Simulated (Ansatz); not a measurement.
All numbers were calculated with Ansatz.

A structure relaxed at PBE0-D4/def2-TZVP, charge 0, multiplicity 1:

Cartesian coordinates in Å:
```
B -0.434 -0.223 2.012
Si -0.308 -0.404 0.015
C 1.400 -0.857 -0.607
C -0.882 1.105 -0.852
C -1.237 2.117 -1.405
H 0.169 -0.980 2.719
H -1.137 0.585 2.541
H -1.269 -1.500 -0.324
H 1.389 -1.005 -1.689
H 1.743 -1.780 -0.134
H 2.119 -0.067 -0.380
H -1.555 3.009 -1.896
```

**Question.** Give its formula and SMILES.

**Answer.** C3H7BSi, `B[SiH](C)C#C`.

**Question.** Summarise the bond lengths by kind.

**Answer.** 1 × B–Si 2.009 Å; 2 × B–H 1.195 to 1.198 Å; 2 × C–Si 1.832 to 1.873 Å; 1 × H–Si 1.497 Å; 4 × C–H 1.066 to 1.092 Å; 1 × C–C 1.207 Å.
